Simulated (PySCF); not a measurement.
**Orbital picture of HoS**

LC-ωPBE at R = 2.279 Å; PySCF, spin-free X2C with a Gaussian nucleus, basis sets Ho x2c-SVPall, S x2c-SVPall. State: sextet, about 10.2 electrons in the 4f shell (Mulliken), real f orbitals that mix terms. Only the outer orbitals are listed, counted within each symmetry.

| spin | orbital | occ. | ε (eV) | on Ho (%) | main shells (%) |
| --- | --- | --- | --- | --- | --- |
| α | 17σ | 1 | -9.22 | 27 | 70 S p, 13 Ho s, 12 Ho d |
| α | 9π | 1 | -8.91 | 22 | 78 S p, 16 Ho d |
| α | 9π | 1 | -8.82 | 22 | 78 S p, 17 Ho d |
| α | 18σ | 1 | -6.87 | 96 | 69 Ho s, 15 Ho d, 12 Ho p |
| α | 10π | 0 | 0.41 | 99 | 63 Ho p, 36 Ho d |
| α | 10π | 0 | 0.43 | 99 | 63 Ho p, 36 Ho d |
| α | 19σ | 0 | 0.53 | 97 | 54 Ho d, 41 Ho p |
| β | 1φ | 1 | -13.04 | 100 | 100 Ho f |
| β | 3δ | 1 | -12.87 | 100 | 100 Ho f |
| β | 16σ | 1 | -12.81 | 98 | 98 Ho f |
| β | 17σ | 1 | -8.90 | 25 | 72 S p, 12 Ho d, 11 Ho s |
| β | 8π | 1 | -8.76 | 26 | 74 S p, 15 Ho d |
| β | 8π | 1 | -8.72 | 32 | 67 S p, 16 Ho d, 13 Ho f |
| β | 9π | 0 | -0.99 | 90 | 87 Ho f, 10 S p |
| β | 18σ | 0 | -0.82 | 98 | 76 Ho s, 12 Ho p |
| β | 3δ | 0 | -0.58 | 99 | 97 Ho f |

Problem. Which are the highest filled and the lowest empty level, where do they sit, and how wide is the gap?

Solution. Highest filled α 18σ at -6.87 eV (in %: 69 Ho s, 15 Ho d, 12 Ho p); lowest empty β 9π at -0.99 eV (in %: 87 Ho f, 10 S p); the gap at LC-ωPBE is 5.88 eV.

The bond order (Mayer) is 2.44, the ⟨S²⟩ is 8.755 and the charge on Ho (Mulliken, basis-dependent) is 0.36. The charge on Ho (Löwdin, basis-dependent) is 0.04. The dipole moment (positive dipole means Ho(−)S(+)) is -6.62 D.

Spin–orbit coupling is left out. With d or f electrons several states lie close, and the lowest PBE0 determinant need not be the measured ground state.
